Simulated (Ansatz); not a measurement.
BGaH₄SSe, SMILES `[SH][GaH][BH][SeH]`. The species carries charge 0 and has multiplicity 1.

```xyz
8

S     0.374   -0.283   -2.534
Ga   -0.011    0.844   -0.671
B     0.242   -0.200    1.105
Se   -1.035   -1.508    1.611
H     0.132    0.750   -3.357
H    -0.426    2.340   -0.882
H     1.167   -0.012    1.835
H    -0.442   -1.931    2.893
```

Task: What are the harmonic wavenumbers in cm⁻¹ at PBE0-D4/def2-TZVP (Ansatz, finite differences of forces, unscaled)? (An estimate is asked.)

Result: Computed: 24, 99, 124, 288, 382, 399, 448, 490, 579, 697, 729, 734, 762, 973, 1967, 2402, 2644, 2718.

Task: Is this a minimum?

Result: Yes, all 18 modes are real.

Task: Give the ideal-gas thermochemistry at 298.15 K and 1 bar (rigid rotor, harmonic oscillator; point group C1, symmetry number 1).

Result: Zero-point energy 98.5 kJ/mol; H(298) − E = 120.2 kJ/mol; entropy 378.5 J/(mol·K), of which translation 174.7, rotation 122.5, vibration 81.3; G(298) − E = 7.3 kJ/mol. Modes under 100 cm⁻¹ are hindered rotations or soft bends, so the harmonic entropy is rough.

Task: And at 400, 500, 600, 800 and 1000 K?

Result: 
| T (K) | H − E (kJ/mol) | S (J/mol/K) | G − E (kJ/mol) |
| --- | --- | --- | --- |
| 400 | 131.9 | 412.3 | -33.0 |
| 500 | 144.6 | 440.5 | -75.6 |
| 600 | 158.1 | 465.2 | -121.0 |
| 800 | 187.0 | 506.6 | -218.3 |
| 1000 | 217.7 | 540.8 | -323.1 |

Task: Rotational constants (cm⁻¹)?

Result: 0.157, 0.02521, 0.02244.
